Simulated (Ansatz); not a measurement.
Saddle point of Si2H8Se, closed shell (Si₂H₆ ([SiH3][SiH3]) + H₂Se → Si₂H₆Se ([SiH3][SiH2][SeH]) + H₂; bonds formed: Si1–Se7, H2–H6; bonds broken: Si1–H2, H6–Se7), PBE0-D4/def2-TZVP structure:

Si1  (-0.271, -0.357, -0.906)
H2  (0.740, 0.576, -1.950)
H3  (0.387, -1.446, -1.714)
H4  (-1.615, -0.176, -1.496)
Si5  (-0.033, -0.966, 1.337)
H6  (0.418, 1.254, -1.428)
Se7  (-0.497, 2.203, -0.005)
H8  (-1.210, -0.475, 2.093)
H9  (0.098, -2.445, 1.483)
H10  (1.210, -0.333, 1.851)
H11  (0.773, 2.165, 0.734)
(Å)

Energies are electronic, without zero-point energy. Barriers and step energies count from the start structure reached by relaxing down the imaginary mode; all methods use the PBE0-D4 structures, on which another method's saddle can fall below an end. Program: Ansatz 0.2.0. Basis: def2-TZVPP, with def2-QZVPP for the basis limit. Cores are frozen in the correlated methods. Filled d shells of the heavier atoms are correlated. The def2 sets are not built for correlating such inner shells, so the correlated values are less sure here. B3LYP uses VWN-RPA correlation. Extrapolation: Hartree–Fock as exp(−7.88 √X), correlation as X^−2.97.

```csv
method,barrier (eV),step energy (eV)
SPW92,?,-0.315
PBE-D4,1.617,-0.414
BLYP-D4,1.826,-0.374
r2SCAN-D4,1.777,-0.412
B97M-V,1.994,-0.307
PBE0-D4,1.813,-0.394
B3LYP-D4,1.973,-0.354
r2SCAN0-D4,?,-0.397
BHLYP-D4,2.198,-0.327
CAM-B3LYP-D4,?,-0.296
wB97X-V,2.150,-0.334
wB97M-V,2.063,-0.344
B2PLYP,2.068,-0.372
PBE-QIDH,1.984,-0.405
RPA on PBE,2.171,-0.300
HF,2.759,-0.268
MP2,2.043,-0.437
CCSD,2.269,-0.305
CCSD(T),2.142,-0.338
```

(1) Fill in the withheld barriers. (To be estimated.)

T1 diagnostic: at most 0.014.

Results:

(1) The calculation gives: r2SCAN0-D4 1.903; CAM-B3LYP-D4 2.140; SPW92 1.404 eV. Each is the energy of the saddle less that of the start structure, by the same method.

For comparison, the barrier by CCSD(T) at an estimated basis limit (MP2 extrapolated from triple and quadruple zeta, plus CCSD(T) − MP2 in triple zeta) is 2.033 eV.

Labels in which every atom is bracketed show which atoms are joined, not bond orders.

For scale, one of the runs: CCSD(T)/def2-TZVPP, 244 basis functions, launched by `ansatz run in.yaml --threads 4 --pin off --events-out ev --progress --plain --max-ram 9574MiB`. Hardware: 4 CPU threads of an Intel Xeon Platinum 8175M, shared host. Wall time 65 s; peak host memory 4.5 GiB.
